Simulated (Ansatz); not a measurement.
Basis-set extrapolation for C3FN3Si, SMILES `N#C[Si](F)(C#N)C#N` (PBE0-D4/def2-TZVP geometry, frozen core, Ansatz). Multiplicity 1, RHF reference.

```json
{"": "HF", "def2-TZVPP": "-665.553765", "def2-QZVPP": "-665.578073"}
{"": "MP2 correlation", "def2-TZVPP": "-1.345218", "def2-QZVPP": "-1.443585"}
{"": "CCSD(T) correlation", "def2-TZVPP": "-1.413018", "def2-QZVPP": "not run"}
```

Energies in hartree. Use E(X) = E(∞) + A·exp(−7.88·√X) for Hartree–Fock and E(X) = E(∞) + B·X^(−2.97) for correlation, with X = 3 and 4, and add CCSD(T) minus MP2 of the smaller set to the MP2 limit.

Task: What is the CCSD(T) energy at the basis-set limit?

Result: HF limit: -665.578073 + (-0.024308) × 0.13774 = -665.58142. MP2 limit: -1.443585 + (-0.098367) × 0.74074 = -1.51645. Higher-order term: -1.413018 − (-1.345218) = -0.06780. Total: -667.16567 hartree, 522.2 kJ/mol below CCSD(T)/def2-TZVPP.
